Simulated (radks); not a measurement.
Fractional charge and spin in the 3d shell of copper: the spin-up occupation runs from 4 to 5 and the spin-down occupation from 4 to 5; the fullest corner is Cu, [Ar] 4s(up 0.5, down 0.5) 3d(up 5, down 5). All-electron calculation, scalar-relativistic Kohn-Sham, r2SCAN, spin-polarised, spherical densities, finite nucleus; meta-GGA in the generalised Kohn-Sham scheme; Fermi nuclear charge, rms radius of each element as measured or else 0.836 A^(1/3) + 0.57 fm. Program: a radial shooting solver on a logarithmic mesh with Libxc functionals. Energy (eV) minus the two flat planes that join the four corners (they meet along the diagonal where the two added fractions sum to one electron); zero is where a piecewise linear energy would lie.

down \ up,4,4.5,5
4,0.000,-2.137,0.000
4.5,-2.137,0.342,-1.665
5,0.000,-1.665,0.000

Corners above the fullest one (they belong to Cu+ and the next ion): (up 5, down 4) 11.413 eV, (up 4, down 5) 11.413 eV, (up 4, down 4) 39.466 eV. With half an added electron in each spin the energy lies 0.342 eV from the planes, and with half an added electron in spin up alone -2.137 eV. The planes are only a guide here: the flat-plane condition holds for ground states with one frontier orbital, while this shell lies below other occupied shells, so the corners above the fullest one are inner-hole states and not the ground states of those ions.
